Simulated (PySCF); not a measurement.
# Dipole response of Re (rhenium, neutral)

[Xe] 4f14 5d5 6s2, high-spin 6S determinant. All numbers are calculated (PySCF 2.14, scalar relativity through the core potential, in aug-cc-pwCVTZ-PP with ECP60MDF (8s8p7d4f3g, 122 functions)). Coupled (time-dependent) response in atomic units; α is the mean over directions.

```json
{"method": "UHF", "mean α (bohr³)": "96.12", "C₆ (like pair)": "1125", "S(−4)": "8186"}
{"method": "PBE", "mean α (bohr³)": "65.71", "C₆ (like pair)": "767.6", "S(−4)": "1882"}
```

S(−4) is the Cauchy moment in α(ω) = α(0) + S(−4) ω² + …

Reference α: 62 ± 3 bohr³ (recommended; Schwerdtfeger and Nagle, table of static dipole polarizabilities (2023 update)). Published C₆: 663.0 (Gould and Bucko (2016)).

Hartree-Fock lies above the reference because it lacks correlation, which contracts the outer shell.

α(iu) at PBE:

```csv
u (hartree),α(iu) (bohr³)
0,65.71
0.0500,61.48
0.100,52.51
0.200,35.85
0.300,25.32
0.500,14.84
0.750,9.236
1.00,6.461
1.50,3.778
2.00,2.506
3.00,1.336
5.00,0.5564
```

A single London oscillator, α(iu) = α/(1 + u²/ω²), gives C₆ = (3/4) ω α². Matching the computed C₆ needs ω = 4 × 767.6 / (3 × 65.71²) = 0.237 hartree.

Energies and moments cover only the electrons outside the core potential. Spin-orbit coupling, which splits the p, d and f shells strongly at this Z, is absent.
